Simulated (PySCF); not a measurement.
# Computed records: GeH₄N₂O, CH₆BGeN, AlGeH₃O₂, AlB₂GeH₆ and others

Calculation on a computer-drawn molecule: the log of a Hartree-Fock and frozen-core CCSD(T) single point meant for a local Hartree-Fock minimum, with one planted fault or none, to be diagnosed. Offsets are logged minus clean, where the clean run is the same molecule without the fault. The reference is restricted for singlets and unrestricted otherwise, and also for a bond in bohr or an excited solution. Adding or removing an electron swaps singlet and doublet. The excited solution moves the top pair (singlet) or top alpha electron (doublet) to the lowest empty orbital. Highest occupied and lowest empty are orbital energies over both spins, largest force is the largest gradient component, triples share is (T) over the correlation energy, the T1 limit is 0.02 restricted and 0.045 unrestricted, electrons count all cores, a negative frequency is imaginary (commonest isotopes), and the dipole is about the centre of nuclear charge; on germanium a core potential holds 10 electrons, which the energies leave out, and 3d is frozen in MP2 and coupled-cluster steps. Program: PySCF 2.14.0.

Common to all runs: meant basis and core potential on germanium cc-pVDZ-PP ECP10MDF; logged SCF converged yes; possible faults no fault, one electron removed, one electron added, multiplicity raised by two, geometry at a saddle point, SCF held on an excited solution, minimal basis STO-3G, one bond length entered in bohr, all coordinates scaled.

```yaml
- entry: 1
  formula: GeH4N2O
  logged_structure:
    atoms_angstrom:
      - ["N", -1.901, -0.7646, 0.0]
      - [Ge, -0.4314, 0.0453, 0.0]
      - ["N", 1.1275, -0.8015, 0.0]
      - [O, -0.1045, 1.7692, 0.0]
      - [H, -2.6835, -0.1258, 0.0]
      - [H, 2.0219, -0.3568, 0.0]
      - [H, 1.1675, -1.8011, 0.0]
      - [H, 0.8036, 2.0353, 0.0]
  given:
    meant_charge: 0
    meant_multiplicity: 1
    meant_basis: cc-pVDZ
    logged_electrons: 58
    logged_basis_functions: 85
    logged_spin_squared: 0.0
    "logged_highest_occupied [eV]": -9.3903
    "logged_lowest_empty [eV]": 3.3139
    "logged_largest_force [hartree/bohr]": 4.732e-05
    "logged_lowest_frequency [cm^-1]": -276.81
    logged_T1_diagnostic: 0.016759
    logged_D1_diagnostic: 0.061326
    logged_triples_share: 0.029253
    logged_CC_converged: "yes"
    "logged_dipole_magnitude [debye]": 4.6154
    logged_SCF_stable_within_its_kind: "yes"
    "logged_energy_HF [hartree]": -479.45271
    "logged_energy_CCSD(T) [hartree]": -480.11534
    drawn_bonds_atom: [1, 2, 2, 1, 3, 3, 4]
    drawn_bonds_other_atom: [2, 3, 4, 5, 6, 7, 8]
    drawn_bonds_order: [2, 1, 1, 1, 1, 1, 1]
  results:
    planted_fault: "geometry at a saddle point"
    "HF_energy_offset_from_clean_run [kcal/mol]": 0.3871
    "CCSD(T)_energy_offset_from_clean_run [kcal/mol]": 1.285
- entry: 2
  formula: CH6BGeN
  logged_structure:
    atoms_angstrom:
      - [C, -2.4392, -0.0252, 0.5865]
      - [B, -1.3865, -0.6453, 0.2304]
      - [Ge, 0.1389, -1.6125, -0.3159]
      - ["N", 1.1164, -1.891, 1.0372]
      - [H, -2.4096, 0.8828, 0.9966]
      - [H, -3.3479, -0.419, 0.4716]
      - [H, 0.9146, -0.8854, -1.2318]
      - [H, -0.3238, -2.789, -0.9482]
      - [H, 0.6758, -2.2982, 1.7392]
      - [H, 1.8778, -2.3817, 0.8568]
  given:
    meant_charge: 0
    meant_multiplicity: 1
    meant_basis: cc-pVDZ
    logged_electrons: 56
    logged_basis_functions: 95
    logged_spin_squared: 0.0
    "logged_highest_occupied [eV]": -9.3264
    "logged_lowest_empty [eV]": 2.5299
    "logged_largest_force [hartree/bohr]": 0.087478
    logged_T1_diagnostic: 0.011605
    logged_D1_diagnostic: 0.03287
    logged_triples_share: 0.027425
    logged_CC_converged: "yes"
    "logged_dipole_magnitude [debye]": 1.3969
    logged_SCF_stable_within_its_kind: "yes"
    "logged_energy_HF [hartree]": -413.73776
    "logged_energy_CCSD(T) [hartree]": -414.2657
    drawn_bonds_atom: [1, 2, 3, 1, 1, 3, 3, 4, 4]
    drawn_bonds_other_atom: [2, 3, 4, 5, 6, 7, 8, 9, 10]
    drawn_bonds_order: [2, 1, 1, 1, 1, 1, 1, 1, 1]
  results:
    planted_fault: "all coordinates scaled, by -8.2 %"
    "HF_energy_offset_from_clean_run [kcal/mol]": 50.72
    "CCSD(T)_energy_offset_from_clean_run [kcal/mol]": 60.92
- entry: 3
  formula: AlGeH3O2
  logged_structure:
    atoms_angstrom:
      - [O, 2.6219, 1.9728, -1.1578]
      - [Al, 1.3792, 1.2737, -0.4885]
      - [O, 0.0849, 0.5454, 0.2086]
      - [Ge, -1.3215, -0.245, 0.9661]
      - [H, -1.3206, -1.698, 0.5036]
      - [H, -2.5635, 0.4999, 0.489]
      - [H, -1.1386, -0.1318, 2.4756]
  given:
    meant_charge: 0
    meant_multiplicity: 1
    meant_basis: "cc-pV(D+d)Z"
    logged_electrons: 65
    logged_basis_functions: 89
    logged_spin_squared: 0.8093
    "logged_highest_occupied [eV]": 0.076019
    "logged_lowest_empty [eV]": 6.849
    "logged_largest_force [hartree/bohr]": 0.053135
    logged_T1_diagnostic: 0.029208
    logged_D1_diagnostic: 0.094279
    logged_triples_share: 0.031893
    logged_CC_converged: "yes"
    "logged_dipole_magnitude [debye]": 13.111
    logged_SCF_stable_within_its_kind: "yes"
    "logged_energy_HF [hartree]": -686.79115
    "logged_energy_CCSD(T) [hartree]": -687.37797
    drawn_bonds_atom: [1, 2, 3, 4, 4, 4]
    drawn_bonds_other_atom: [2, 3, 4, 5, 6, 7]
    drawn_bonds_order: [2, 1, 1, 1, 1, 1]
  results:
    planted_fault: "one electron added"
    "HF_energy_offset_from_clean_run [kcal/mol]": 15.22
    "CCSD(T)_energy_offset_from_clean_run [kcal/mol]": 4.853
  notes: ["highest electron not bound in this basis"]
- entry: 4
  formula: AlB2GeH6
  logged_structure:
    atoms_angstrom:
      - [B, -0.3549, -0.0614, -1.5465]
      - [B, 0.8789, 0.323, -0.4978]
      - [Al, 0.3209, 0.2578, 1.6473]
      - [Ge, 2.6987, 0.8027, -1.1271]
      - [H, -0.5279, -1.2018, -1.8635]
      - [H, -1.0806, 0.8017, -1.9458]
      - [H, 0.5388, -1.1339, 2.3241]
      - [H, -0.2206, 1.6116, 2.2101]
      - [H, 3.123, 2.2338, -1.3964]
      - [H, 3.8059, -0.22, -1.2961]
  given:
    meant_charge: 1
    meant_multiplicity: 1
    meant_basis: "cc-pV(D+d)Z"
    logged_electrons: 60
    logged_basis_functions: 104
    logged_spin_squared: 0.0
    "logged_highest_occupied [eV]": -14.828
    "logged_lowest_empty [eV]": -5.062
    "logged_largest_force [hartree/bohr]": 3.1999e-05
    "logged_lowest_frequency [cm^-1]": 104.78
    logged_T1_diagnostic: 0.021861
    logged_D1_diagnostic: 0.068121
    logged_triples_share: 0.030598
    logged_CC_converged: "yes"
    "logged_dipole_magnitude [debye]": 1.3351
    logged_SCF_stable_within_its_kind: "yes"
    "logged_energy_HF [hartree]": -587.82933
    "logged_energy_CCSD(T) [hartree]": -588.20205
    drawn_bonds_atom: [1, 2, 2, 1, 1, 3, 3, 4, 4]
    drawn_bonds_other_atom: [2, 3, 4, 5, 6, 7, 8, 9, 10]
    drawn_bonds_order: [1, 1, 1, 1, 1, 1, 1, 1, 1]
  results:
    planted_fault: "no fault"
    "HF_energy_offset_from_clean_run [kcal/mol]": 0.0
    "CCSD(T)_energy_offset_from_clean_run [kcal/mol]": 0.0
  notes: ["T1 above single-reference limit"]
- entry: 5
  formula: B2GeH6O
  logged_structure:
    atoms_angstrom:
      - [B, 1.378, -0.3104, -0.9164]
      - [Ge, 0.1948, 0.5545, -2.3874]
      - [B, -1.8118, 0.7953, -1.8753]
      - [O, 0.3825, -0.4508, -3.8686]
      - [H, 1.9411, -1.3496, -1.1022]
      - [H, 1.4976, 0.2341, 0.1455]
      - [H, 0.7363, 1.9688, -2.705]
      - [H, -2.698, 0.386, -2.5719]
      - [H, -2.1055, 1.3731, -0.8661]
      - [H, -0.1757, -0.1988, -4.5894]
  given:
    meant_charge: 0
    meant_multiplicity: 1
    meant_basis: cc-pVDZ
    logged_electrons: 56
    logged_basis_functions: 95
    logged_spin_squared: 0.0
    "logged_highest_occupied [eV]": -5.454
    "logged_lowest_empty [eV]": -3.7081
    "logged_largest_force [hartree/bohr]": 0.11499
    logged_CC_converged: "no"
    "logged_dipole_magnitude [debye]": 3.2924
    logged_SCF_stable_within_its_kind: "no"
    "logged_energy_HF [hartree]": -420.6901
    drawn_bonds_atom: [1, 2, 2, 1, 1, 2, 3, 3, 4]
    drawn_bonds_other_atom: [2, 3, 4, 5, 6, 7, 8, 9, 10]
    drawn_bonds_order: [1, 1, 1, 1, 1, 1, 1, 1, 1]
  results:
    planted_fault: "SCF held on an excited solution"
    "HF_energy_offset_from_clean_run [kcal/mol]": 231.2
  notes: ["CCSD not converged"]
- entry: 6
  formula: BGeH6Si
  logged_structure:
    atoms_angstrom:
      - [B, -0.221, -1.8831, 0.3905]
      - [Si, -0.6511, -0.0432, -0.3402]
      - [Ge, 3.2601, 1.4797, -2.116]
      - [H, 0.2, -2.0178, 1.5054]
      - [H, -0.295, -2.8538, -0.31]
      - [H, -1.0739, 0.9294, 0.6961]
      - [H, -1.6561, -0.0518, -1.4302]
      - [H, 4.3917, 1.6483, -1.0894]
      - [H, 3.788, 0.6343, -3.2863]
  given:
    meant_charge: 0
    meant_multiplicity: 2
    meant_basis: "cc-pV(D+d)Z"
    logged_electrons: 57
    logged_basis_functions: 90
    logged_spin_squared: 1.2004
    "logged_highest_occupied [eV]": -8.7499
    "logged_lowest_empty [eV]": 0.29076
    "logged_largest_force [hartree/bohr]": 0.025626
    logged_T1_diagnostic: 0.064468
    logged_D1_diagnostic: 0.2566
    logged_triples_share: 0.022855
    logged_CC_converged: "yes"
    "logged_dipole_magnitude [debye]": 0.45767
    logged_SCF_stable_within_its_kind: "yes"
    "logged_energy_HF [hartree]": -610.36542
    "logged_energy_CCSD(T) [hartree]": -610.68963
    drawn_bonds_atom: [1, 2, 1, 1, 2, 2, 3, 3]
    drawn_bonds_other_atom: [2, 3, 4, 5, 6, 7, 8, 9]
    drawn_bonds_order: [1, 1, 1, 1, 1, 1, 1, 1]
  results:
    planted_fault: "one bond length entered in bohr, row 2 of the drawn bonds"
    "HF_energy_offset_from_clean_run [kcal/mol]": 40.95
    "CCSD(T)_energy_offset_from_clean_run [kcal/mol]": 47.24
  notes: ["T1 above single-reference limit"]
- entry: 7
  formula: CH8B2Ge
  logged_structure:
    atoms_angstrom:
      - [B, -0.5612, 2.0595, 1.0976]
      - [C, 0.6968, 1.8073, 0.2262]
      - [Ge, 0.4375, 0.0739, -0.7442]
      - [B, 0.48, -1.5867, 0.5205]
      - [H, -1.4903, 2.6992, 0.6806]
      - [H, -0.6623, 1.5563, 2.1878]
      - [H, 0.8664, 2.5555, -0.5505]
      - [H, 1.6125, 1.6527, 0.8028]
      - [H, 1.614, -0.0498, -1.7299]
      - [H, -0.8493, 0.1408, -1.5825]
      - [H, -0.1409, -2.58, 0.267]
      - [H, 1.1606, -1.5799, 1.5078]
  given:
    meant_charge: 0
    meant_multiplicity: 1
    meant_basis: cc-pVDZ
    logged_electrons: 56
    logged_basis_functions: 105
    logged_spin_squared: 2.0131
    "logged_highest_occupied [eV]": -7.5172
    "logged_lowest_empty [eV]": -1.6246
    "logged_largest_force [hartree/bohr]": 0.051719
    logged_T1_diagnostic: 0.014601
    logged_D1_diagnostic: 0.069162
    logged_triples_share: 0.027536
    logged_CC_converged: "yes"
    "logged_dipole_magnitude [debye]": 2.9232
    logged_SCF_stable_within_its_kind: "yes"
    "logged_energy_HF [hartree]": -385.1031
    "logged_energy_CCSD(T) [hartree]": -385.58318
    drawn_bonds_atom: [1, 2, 3, 1, 1, 2, 2, 3, 3, 4, 4]
    drawn_bonds_other_atom: [2, 3, 4, 5, 6, 7, 8, 9, 10, 11, 12]
    drawn_bonds_order: [1, 1, 1, 1, 1, 1, 1, 1, 1, 1, 1]
  results:
    planted_fault: "multiplicity raised by two"
    "HF_energy_offset_from_clean_run [kcal/mol]": 75.5
    "CCSD(T)_energy_offset_from_clean_run [kcal/mol]": 80.45
- entry: 8
  formula: GeH5NOSi
  logged_structure:
    atoms_angstrom:
      - ["N", 0.5934, 0.8688, 0.2269]
      - [Ge, 2.0297, 0.3104, -0.7291]
      - [O, 1.2344, -1.0347, -1.6198]
      - [Si, -0.0043, -2.0059, -2.0427]
      - [H, 0.6501, 1.638, 0.8683]
      - [H, -0.3288, 0.4736, 0.1936]
      - [H, -0.2742, -1.8946, -3.4939]
      - [H, 0.3137, -3.4157, -1.7223]
      - [H, -1.2464, -1.6383, -1.3149]
  given:
    meant_charge: 0
    meant_multiplicity: 1
    meant_basis: "cc-pV(D+d)Z"
    logged_electrons: 66
    logged_basis_functions: 99
    logged_spin_squared: 2.0078
    "logged_highest_occupied [eV]": -6.7097
    "logged_lowest_empty [eV]": -0.67621
    "logged_largest_force [hartree/bohr]": 0.024629
    logged_T1_diagnostic: 0.016699
    logged_D1_diagnostic: 0.071229
    logged_triples_share: 0.024277
    logged_CC_converged: "yes"
    "logged_dipole_magnitude [debye]": 2.3199
    logged_SCF_stable_within_its_kind: "yes"
    "logged_energy_HF [hartree]": -714.51198
    "logged_energy_CCSD(T) [hartree]": -715.07833
    drawn_bonds_atom: [1, 2, 3, 1, 1, 4, 4, 4]
    drawn_bonds_other_atom: [2, 3, 4, 5, 6, 7, 8, 9]
    drawn_bonds_order: [1, 1, 1, 1, 1, 1, 1, 1]
  results:
    planted_fault: "multiplicity raised by two"
    "HF_energy_offset_from_clean_run [kcal/mol]": 70.02
    "CCSD(T)_energy_offset_from_clean_run [kcal/mol]": 86.91
- entry: 9
  formula: B2GeH4N
  logged_structure:
    atoms_angstrom:
      - [B, -0.3979, 3.3693, 1.6491]
      - ["N", -0.3119, 2.1246, 1.786]
      - [B, -0.2631, 0.774, 2.001]
      - [Ge, 0.6541, -0.7745, 0.9656]
      - [H, -0.4845, 4.5301, 1.5306]
      - [H, 1.4294, -0.3217, -0.2847]
      - [H, 1.6354, -1.4959, 1.8986]
      - [H, -0.4095, -1.7884, 0.5247]
  given:
    meant_charge: 0
    meant_multiplicity: 2
    meant_basis: cc-pVDZ
    logged_electrons: 53
    logged_basis_functions: 85
    logged_spin_squared: 0.7953
    "logged_highest_occupied [eV]": -7.3423
    "logged_lowest_empty [eV]": 1.5579
    "logged_largest_force [hartree/bohr]": 1.0604e-05
    "logged_lowest_frequency [cm^-1]": 54.652
    logged_T1_diagnostic: 0.019881
    logged_D1_diagnostic: 0.067736
    logged_triples_share: 0.035749
    logged_CC_converged: "yes"
    "logged_dipole_magnitude [debye]": 2.5763
    logged_SCF_stable_within_its_kind: "yes"
    "logged_energy_HF [hartree]": -399.50512
    "logged_energy_CCSD(T) [hartree]": -399.95596
    drawn_bonds_atom: [1, 2, 3, 1, 4, 4, 4]
    drawn_bonds_other_atom: [2, 3, 4, 5, 6, 7, 8]
    drawn_bonds_order: [1, 2, 1, 1, 1, 1, 1]
  results:
    planted_fault: "no fault"
    "HF_energy_offset_from_clean_run [kcal/mol]": 0.0
    "CCSD(T)_energy_offset_from_clean_run [kcal/mol]": 0.0
- entry: 10
  formula: BGeH2O
  logged_structure:
    atoms_angstrom:
      - [O, -2.1548, -1.4876, -3.3816]
      - [B, -1.7818, -1.5104, -2.2706]
      - [Ge, -1.1314, -1.55, -0.3317]
      - [H, 0.3299, -1.7859, -0.0371]
      - [H, -2.117, -1.343, 0.7926]
  given:
    meant_charge: 1
    meant_multiplicity: 1
    meant_basis: cc-pVDZ
    logged_electrons: 47
    logged_basis_functions: 61
    logged_spin_squared: 0.7669
    "logged_highest_occupied [eV]": -8.5771
    "logged_lowest_empty [eV]": 0.51901
    "logged_largest_force [hartree/bohr]": 0.040802
    logged_T1_diagnostic: 0.019298
    logged_D1_diagnostic: 0.050751
    logged_triples_share: 0.032225
    logged_CC_converged: "yes"
    "logged_dipole_magnitude [debye]": 3.6465
    logged_SCF_stable_within_its_kind: "yes"
    "logged_energy_HF [hartree]": -394.10518
    "logged_energy_CCSD(T) [hartree]": -394.47944
    drawn_bonds_atom: [1, 2, 3, 3]
    drawn_bonds_other_atom: [2, 3, 4, 5]
    drawn_bonds_order: [2, 1, 1, 1]
  results:
    planted_fault: "one electron added"
    "HF_energy_offset_from_clean_run [kcal/mol]": -183.1
    "CCSD(T)_energy_offset_from_clean_run [kcal/mol]": -187.6
```
